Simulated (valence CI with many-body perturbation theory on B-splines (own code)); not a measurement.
Results of a calculation; reference values are marked as such.
# Ladder of approximations for Hg XLIX

Level of theory: valence CI with perturbative core correlation (CI+MBPT): four valence electrons over a frozen Dirac-Fock core [Ar] 3d10, a basis of 11 s, 11 p, 9 d, 7 f, 5 g, 2 h, 1 i functions for each j, with the one-electron correlation potential Σ1, the two-electron term Σ2, the three-electron term Σ3, Breit, model QED; selected CI, second order for the rest (own B-spline code, finite nucleus).

The last digits are not significant, and no measured levels were compared; by estimate large intervals hold to a few tenths of a per cent, small ones and those within an open d or f shell to about a per cent.

Each rung adds one term. CI alone is the Dirac-Coulomb CI over the frozen core; QED comes last and gives the full result, which names the levels. Energies are above (4s^2 4p1/2^2) J=0 on the same rung, in eV.

Levels are named by their leading jj configuration (3d3/2^4 stands for four electrons in 3d with j = 3/2), which in mixed levels can hold well under half, so a name can repeat and another be missing. Letters in brackets count levels of one name in rising energy.

| Level | CI alone |
| --- | --- |
| (4s^2 4p1/2 4p3/2) J=1 | 142.05 |
| (4s^2 4p1/2 4p3/2) J=2 | 146.98 |
| (4s 4p1/2^2 4p3/2) J=2 | 254.43 |
| (4s 4p1/2^2 4p3/2) J=1 | 271.44 |
| (4s^2 4p3/2^2) J=2 | 292.68 |
| (4s^2 4p3/2^2) J=0 | 303.11 |
| (4s^2 4p1/2 4d3/2) J=2 | 317.73 |
| (4s^2 4p1/2 4d3/2) J=1 | 339.60 |
| (4s^2 4p1/2 4d5/2) J=2 | 358.73 |
| (4s^2 4p1/2 4d5/2) J=3 | 360.08 |
| (4s 4p1/2 4p3/2^2) J=2 [a] | 394.12 |
| (4s 4p1/2 4p3/2^2) J=3 | 403.47 |
| (4s 4p1/2 4p3/2^2) J=0 | 409.26 |
| (4s 4p1/2 4p3/2^2) J=1 [a] | 417.86 |
| (4s 4p1/2 4p3/2^2) J=2 [b] | 420.38 |
| (4s 4p1/2 4p3/2^2) J=1 [b] | 422.26 |

What do these energies become with core correlation, Breit and QED?

(4s^2 4p1/2 4p3/2) J=1 141.14 (-0.914); (4s^2 4p1/2 4p3/2) J=2 145.93 (-1.051); (4s 4p1/2^2 4p3/2) J=2 253.07 (-1.363); (4s 4p1/2^2 4p3/2) J=1 269.47 (-1.968); (4s^2 4p3/2^2) J=2 290.72 (-1.959); (4s^2 4p3/2^2) J=0 301.06 (-2.053); (4s^2 4p1/2 4d3/2) J=2 315.55 (-2.177); (4s^2 4p1/2 4d3/2) J=1 336.36 (-3.249); (4s^2 4p1/2 4d5/2) J=2 355.75 (-2.979); (4s^2 4p1/2 4d5/2) J=3 357.06 (-3.014); (4s 4p1/2 4p3/2^2) J=2 [a] 391.76 (-2.363); (4s 4p1/2 4p3/2^2) J=3 400.89 (-2.583); (4s 4p1/2 4p3/2^2) J=0 406.89 (-2.368); (4s 4p1/2 4p3/2^2) J=1 [a] 414.97 (-2.890); (4s 4p1/2 4p3/2^2) J=2 [b] 417.21 (-3.168); (4s 4p1/2 4p3/2^2) J=1 [b] 418.87 (-3.386).

How does the ionisation energy move along the ladder, and which term matters most?

CI alone 2749.6, + Σ1 2751.6, + Σ2 2751.9, + Σ3 2751.8, + Breit 2748.0, + QED 2747.9 eV. The largest step is Breit, -3.8 eV. NIST lists 2745 ± 4 eV (theoretical).
